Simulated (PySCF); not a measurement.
## Computed structure and properties of [WO3Br]−

System: [WO3Br]− (singlet); start: displaced along the imaginary mode (Cs). Method: PySCF 2.14.0, RKS PBE, W def2-SVP with ECP60, O def2-SVP, Br def2-SVP; non-relativistic Hamiltonian with scalar-relativistic core potentials where named; density fitting; no spin-orbit coupling.

Input of the relaxation:

```python
mol = gto.M(atom='''
W      0.00000     0.81221    -0.03220
O      1.62614     0.09037     0.25000
O      0.00000     2.57384    -0.01239
O     -1.62614     0.09037     0.25000
Br     0.00000    -2.45146    -0.02377''',
    basis={'W': 'def2-SVP', 'O': 'def2-SVP', 'Br': 'def2-SVP'},
    ecp={'W': 'def2-SVP'},
    charge=-1, spin=0)
mf = dft.RKS(mol, xc='PBE')
mf.grids.atom_grid = (50, 194)
mf = mf.density_fit()  # fitting sets: W def2-universal-JKFIT, O def2-universal-JKFIT, Br def2-universal-JKFIT
mf.conv_tol = 1e-08; mf.max_cycle = 55
mf.kernel(dm0)  # dm0: converged density of the start geometry
# quasi-Newton relaxation in Cartesian coordinates to a largest gradient under 0.00045 Eh/bohr, steps kept in the point group
```

Run from Python with OMP_NUM_THREADS=2; the lines above give its settings. Where DIIS fails, smearing, a level shift and second-order steps follow.
It took 79 s on 2 threads of AMD EPYC 9B14 (Zen 4), on a shared host, from the converged density of the start.

Course of the relaxation:

```json
{"step": "0", "energy above end (eV)": "4.0196", "largest force component within the symmetry (eV/Å)": "1.249"}
{"step": "1", "energy above end (eV)": "3.3796", "largest force component within the symmetry (eV/Å)": "2.257"}
{"step": "2", "energy above end (eV)": "2.8735", "largest force component within the symmetry (eV/Å)": "4.589"}
{"step": "3", "energy above end (eV)": "2.7440", "largest force component within the symmetry (eV/Å)": "4.912"}
{"step": "4", "energy above end (eV)": "1.9077", "largest force component within the symmetry (eV/Å)": "1.402"}
{"step": "5", "energy above end (eV)": "1.3016", "largest force component within the symmetry (eV/Å)": "2.640"}
{"step": "6", "energy above end (eV)": "0.6951", "largest force component within the symmetry (eV/Å)": "2.998"}
{"step": "7", "energy above end (eV)": "0.2613", "largest force component within the symmetry (eV/Å)": "1.707"}
{"step": "8", "energy above end (eV)": "0.0674", "largest force component within the symmetry (eV/Å)": "1.094"}
{"step": "9", "energy above end (eV)": "0.0486", "largest force component within the symmetry (eV/Å)": "1.782"}
{"step": "10", "energy above end (eV)": "0.0220", "largest force component within the symmetry (eV/Å)": "0.947"}
{"step": "11", "energy above end (eV)": "0.0050", "largest force component within the symmetry (eV/Å)": "0.535"}
{"step": "12", "energy above end (eV)": "0.0001", "largest force component within the symmetry (eV/Å)": "0.107"}
{"step": "13", "energy above end (eV)": "0.0000", "largest force component within the symmetry (eV/Å)": "0.012"}
```

Relaxed geometry (C3v):

```xyz
5

W     0.0000    0.3468    0.1532
O     1.4293    0.4654    1.1726
O     0.0000    1.6961   -0.9764
O    -1.4293    0.4654    1.1726
Br    0.0000   -1.8585   -1.0904
```

```csv
contact,Å
W1–O2 (O),1.760
W1–O3 (O),1.760
W1–O4 (O),1.760
W1–Br5 (Br),2.532
```

On the finer grid (75, 302):

The HOMO is -1.72 eV. The LUMO is 2.98 eV and the dipole about the centre of mass is 2.99 D. The set of Mulliken populations of W1 outside the core potential is s 2.48, p 6.47, d 4.16, f 0.19. The D3(BJ) dispersion energy (not in the energies) is -0.134 eV.

```
atom  Mulliken (e)  Löwdin (e)  spin (e)
  W1          0.70       -0.20      0.00
  O2         -0.42       -0.24      0.00
  O3         -0.42       -0.24      0.00
  O4         -0.42       -0.24      0.00
 Br5         -0.44       -0.09      0.00
```

On the grid (50, 194), as all that follows. Harmonic modes: a minimum; lowest 138 cm⁻¹ (negative: unstable), highest 944 cm⁻¹, zero-point energy 0.257 eV.

Rigid scan of O along the line from its metal:

(distance to O2 (Å), energy (eV)): (1.46, 3.493), (1.56, 1.281), (1.66, 0.266), (1.76, 0.000), (1.86, 0.191), (1.96, 0.649), (2.16, 1.917), (2.46, 3.896), (2.86, 5.960)

Taking off one Br (charge -1, singlet; the rest: singlet) in vacuum, both parts rigid, costs 4.88 eV; the small basis without counterpoise inflates it.

Rigid scan of Br along the line from its metal:

| distance to Br5 (Å) | energy (eV) |
| --- | --- |
| 2.23 | 0.716 |
| 2.33 | 0.273 |
| 2.43 | 0.059 |
| 2.53 | 0.000 |
| 2.63 | 0.045 |
| 2.73 | 0.158 |
| 2.93 | 0.495 |
| 3.23 | 1.080 |
| 3.63 | 1.779 |
| 4.13 | 2.425 |

One start shape was tried, so this needn't be the lowest isomer.
